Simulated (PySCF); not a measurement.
B(Cl)(GeH3)(OMe) (CH6BClGeO), SMILES Cl[B](OC)[GeH3]. Atoms are numbered in the order given.

```xyz
11

B     -0.0533     0.7008     0.0000
Cl     1.3210     1.8272     0.0000
Ge     0.3230    -1.3546     0.0000
H     -0.3021    -2.0538     1.2426
H     -0.3021    -2.0538    -1.2426
H      1.8423    -1.6527     0.0000
O     -1.2774     1.2659     0.0000
C     -2.5039     0.5495     0.0000
H     -3.0854     0.8337     0.9000
H     -3.0854     0.8337    -0.9000
H     -2.3526    -0.5510     0.0000
```

Coordinates come from a PBE-D3(BJ)/def2-SVP optimisation. Other conformers were not sampled.

Two levels are set side by side: PBE/pcSseg-1 (PySCF) and PBE0/pcSseg-1 (PySCF). GIAO shifts against BF3 (¹¹B), GeH4 (⁷³Ge), H2O (¹⁷O), HCl (³⁵Cl), TMS (¹H), TMS (¹³C) at the same level; non-relativistic, no solvent, atoms listed together averaged. Without spin–orbit terms, shifts of atoms bonded to Cl or Br come out too high at both levels. Differences are taken from unrounded values.

```tsv
quantity	PBE0	PBE	PBE minus PBE0
δ(¹¹B) of B1 (ppm)	37.0	36.0	-1.0
δ(³⁵Cl) of Cl2 (ppm)	258.6	285.6	27.0
δ(⁷³Ge) of Ge3 (ppm)	-20.6	-20.9	-0.3
δ(¹⁷O) of O7 (ppm)	218.1	235.9	17.8
δ(¹³C) of C8 (ppm)	64.7	66.6	1.9
```

Rough cost on one machine, each run with all the roots and properties that it gave: PBE0 against PBE within a factor of 2.
